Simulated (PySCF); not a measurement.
Job file and geometry (Å, from GFN2-xTB) of an NMR shielding run on `CO[C@@H]1[C@H](CN)C12CCC2`, C₈H₁₅NO, PySCF, GIAO PBE0/pcSseg-1 NMR shielding, non-relativistic, gas phase; density fitting, a coarse starting grid and PySCF grid level 2 are the driver's defaults:

```
$ OMP_NUM_THREADS=1 python probes_run.py task.json out

{"job": {"kind": "nmr", "xc": "PBE0", "basis": "pcSseg-1"}, "charge": 0, "multiplicity": 1}
C      2.746360    -1.410198    -0.579245
O      1.780902    -0.435758    -0.897367
C      1.228619     0.179621     0.223918
C      0.031684    -0.425011     0.928798
C     -0.563360    -1.735285     0.471181
N     -1.946633    -1.816945     0.922949
C     -0.120276     0.808234     0.083306
C     -0.889134     0.969715    -1.219267
C     -1.292574     2.386433    -0.772698
C     -0.525502     2.197646     0.548616
H      3.562788    -0.977759     0.012129
H      3.139313    -1.774306    -1.526663
H      2.309508    -2.243337    -0.018816
H      1.967598     0.682000     0.851002
H     -0.020228    -0.283211     2.001983
H     -0.026048    -2.570481     0.934508
H     -0.448085    -1.818336    -0.621656
H     -2.479371    -1.040091     0.545902
H     -2.374508    -2.676893     0.597262
H     -0.256089     0.928470    -2.103263
H     -1.723558     0.282975    -1.352498
H     -2.364012     2.530291    -0.650028
H     -0.900671     3.180492    -1.403559
H     -1.152181     2.199628     1.439740
H      0.304521     2.886252     0.700677
```

Problem. Write the output of this run.

Solution. 
```
coarse grid: 20136 points
cycle   1  E = -443.0433426591  dE =  1.478e+00  |g| = 6.385e-01  |ddm| = 4.466e+00
cycle   2  E = -442.9900793829  dE =  5.326e-02  |g| = 8.479e-01  |ddm| = 1.418e+00
cycle   3  E = -443.1316337490  dE = -1.416e-01  |g| = 9.113e-02  |ddm| = 8.724e-01
cycle   4  E = -443.1328468766  dE = -1.213e-03  |g| = 4.154e-02  |ddm| = 1.025e-01
cycle   5  E = -443.1331985124  dE = -3.516e-04  |g| = 8.878e-03  |ddm| = 4.465e-02
cycle   6  E = -443.1332129152  dE = -1.440e-05  |g| = 3.214e-03  |ddm| = 1.221e-02
cycle   7  E = -443.1332152127  dE = -2.297e-06  |g| = 3.852e-04  |ddm| = 3.553e-03
final grid: 192448 points
cycle   8  E = -443.2026531725  dE = -6.018e-05  |g| = 1.354e-02  |ddm| = 4.600e-02
cycle   9  E = -443.2026242684  dE =  2.890e-05  |g| = 1.839e-02  |ddm| = 2.615e-02
cycle  10  E = -443.2026921985  dE = -6.793e-05  |g| = 1.854e-03  |ddm| = 1.558e-02
cycle  11  E = -443.2026929159  dE = -7.174e-07  |g| = 1.912e-04  |ddm| = 2.051e-03
cycle  12  E = -443.2026929221  dE = -6.177e-09  |g| = 7.814e-05  |ddm| = 2.685e-04
cycle  13  E = -443.2026929232  dE = -1.135e-09  |g| = 3.017e-05  |ddm| = 9.494e-05
cycle  14  E = -443.2026929234  dE = -2.028e-10  |g| = 4.119e-06  |ddm| = 3.009e-05
converged SCF energy = -443.2026929234

GIAO shielding tensors (ppm)
atom      isotropic    diamagn.    paramagn.     s11        s22        s33       span
  0 C      125.927     243.605    -117.679     95.230     98.818    183.733     88.502
  1 O      310.174     397.825     -87.650    286.714    297.484    346.324     59.611
  2 C      117.601     249.939    -132.338     80.026     95.091    177.686     97.661
  3 C      153.001     252.061     -99.060    126.741    142.938    189.325     62.585
  4 C      144.695     246.025    -101.330    129.780    137.570    166.736     36.956
  5 N      234.153     314.292     -80.140    188.292    244.771    269.395     81.103
  6 C      161.234     251.655     -90.421    129.483    147.471    206.747     77.264
  7 C      166.157     245.731     -79.574    152.759    162.549    183.163     30.404
  8 C      170.705     255.723     -85.018    163.510    165.705    182.900     19.391
  9 C      155.700     247.857     -92.157    140.925    144.564    181.611     40.686
 10 H       28.340      28.475      -0.135     24.339     25.710     34.972     10.633
 11 H       28.035      28.359      -0.324     23.874     25.026     35.205     11.331
 12 H       28.548      30.293      -1.745     23.231     28.065     34.349     11.118
 13 H       29.018      34.490      -5.472     23.595     28.837     34.624     11.029
 14 H       30.965      34.426      -3.461     25.850     28.578     38.466     12.616
 15 H       28.505      30.486      -1.981     22.012     29.413     34.090     12.078
 16 H       28.867      33.220      -4.353     23.841     30.327     32.432      8.591
 17 H       31.267      33.237      -1.970     23.240     31.833     38.729     15.489
 18 H       31.084      29.662       1.423     23.181     27.598     42.474     19.293
 19 H       29.249      31.268      -2.019     24.946     28.366     34.435      9.490
 20 H       29.815      31.992      -2.177     25.451     29.271     34.723      9.272
 21 H       29.611      30.324      -0.713     25.976     26.741     36.115     10.138
 22 H       29.537      30.098      -0.561     26.043     26.491     36.077     10.034
 23 H       29.600      31.147      -1.547     25.868     27.668     35.264      9.396
 24 H       29.572      31.023      -1.451     25.696     27.354     35.666      9.970
```

Size and cost of the density-fitted run: 245 basis functions, 76 s wall time on 1 thread of an Arm Neoverse V1, shared host.
